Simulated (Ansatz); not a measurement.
Ansatz (a quantum-chemistry and plane-wave program) input (CCSD(T)/def2-SVPD):

Ansatz 0.2 input:
```yaml
crystal:
  periodic: [false, false, false]
  atoms:
    - {symbol: Sc, position_ang: [-0.00000000, -0.00000000, -0.53788828]}
    - {symbol: F, position_ang: [0.00000000, 0.00000000, 1.25507266]}
basis:
  gaussian:
    orbitals: def2-SVPD
magnetization: {spin_polarized: false}
correlation: {method: ccsd_t, electrons: outside_noble_gas}
output: {forces: true}
```

Output:

```
Functional definition: HF
integrals: 0.03 GiB planned
591 factors; integrals over basis functions are off by at most 5.2e-4 eV
mean field: 0.12 GiB planned
mean field evaluation 1: about -23372.9449 eV, gradient 3.7e1 eV
mean field evaluation 2: about -23372.9489 eV, gradient 3.7e1 eV
mean field evaluation 4: about -23376.2067 eV, gradient 2.0e0 eV
mean field evaluation 8: about -23376.2814 eV, gradient 1.9e-1 eV
mean field evaluation 16: about -23374.3528 eV, gradient 3.4e1 eV
mean field evaluation 32: about -23372.7128 eV, gradient 3.8e-1 eV
mean field evaluation 64: about -23372.7136 eV, gradient 4.2e-1 eV
mean field evaluation 96: about -23371.8472 eV, gradient 1.0e0 eV
mean field evaluation 128: about -23372.7674 eV, gradient 5.1e-1 eV
mean field -23376.28215266 eV, -859.0625240972 hartree, gradient 1.8e-6 eV, S^2 0.000000; 0 other end points of the search recorded, 0 dependent functions left out; unrestricted orbitals would lower it
10 core orbitals not correlated
reference -23376.28215266 eV, -859.0625240972 hartree; 5, 5 occupied and 42, 42 virtual orbitals, 591 factors
densities: 0.11 GiB planned
second order -6.83843382 eV of doubles, -0.00000000 eV of singles
coupled cluster: 0.10 GiB planned
cycle   1  -6.70565671 eV  change    1.3e-1 eV  update   1.2e-1
cycle   2  -7.00273204 eV  change   -3.0e-1 eV  update   5.5e-2
cycle   3  -7.11024800 eV  change   -1.1e-1 eV  update   3.3e-2
cycle   4  -7.10817335 eV  change    2.1e-3 eV  update   9.0e-3
cycle   5  -7.10651155 eV  change    1.7e-3 eV  update   5.5e-3
cycle   6  -7.11220511 eV  change   -5.7e-3 eV  update   2.5e-3
cycle   7  -7.11240911 eV  change   -2.0e-4 eV  update   1.2e-3
cycle   8  -7.11192316 eV  change    4.9e-4 eV  update   6.4e-4
cycle   9  -7.11236469 eV  change   -4.4e-4 eV  update   3.3e-4
cycle  10  -7.11227992 eV  change    8.5e-5 eV  update   1.5e-4
cycle  11  -7.11227264 eV  change    7.3e-6 eV  update   7.0e-5
cycle  12  -7.11229901 eV  change   -2.6e-5 eV  update   2.5e-5
cycle  13  -7.11228634 eV  change    1.3e-5 eV  update   1.2e-5
cycle  14  -7.11229872 eV  change   -1.2e-5 eV  update   5.8e-6
cycle  15  -7.11230056 eV  change   -1.8e-6 eV  update   2.4e-6
cycle  16  -7.11230135 eV  change   -7.9e-7 eV  update   1.2e-6
cycle  17  -7.11230032 eV  change    1.0e-6 eV  update   6.1e-7
perturbative correction -0.21791364 eV, -0.0080081786 hartree
the calculation of the forces begins
Total energy: -23383.61236663 eV, -859.3319044918 hartree
Atom 0 at    -0.000000    -0.000000    -0.537888 Å, force     0.000000    -0.000000    -0.773830 eV/Å
Atom 1 at     0.000000     0.000000     1.255073 Å, force     0.000000    -0.000000     0.773830 eV/Å
Dipole moment:    -0.000000    -0.000000    -0.308043 e Å
```
